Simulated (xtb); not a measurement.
FGe, doublet, geometry from GFN2-xTB, atoms displaced at random by about 0.02 Å a coordinate. Base run: GFN2-xTB run with xtb.

Input for xtb:
```
$ xtb mol.xyz --gfn 2 --uhf 1 --opt --json

# file mol.xyz
2

Ge    -0.01469299     0.02742937    -0.40586060
F      0.02394796     0.02725355     1.43583761
```

Variants of this job, named by their change:

| change | ΔE vs base (kJ/mol) | optimiser steps |
|---|---|---|
| base | 0.00 | 4 |
| opt level = vtight | 0.00 | 4 |
| alpb = hexane | -14.18 | 3 |
| opt level = loose | 0.05 | 2 |
| opt level = sloppy | 0.10 | 1 |
| engine = inertial | 0.01 | - |
| alpb = thf | -15.23 | 2 |
| opt level = crude | 0.10 | 1 |
| opt level = lax | 0.00 | 3 |
| opt level = tight | 0.00 | 4 |
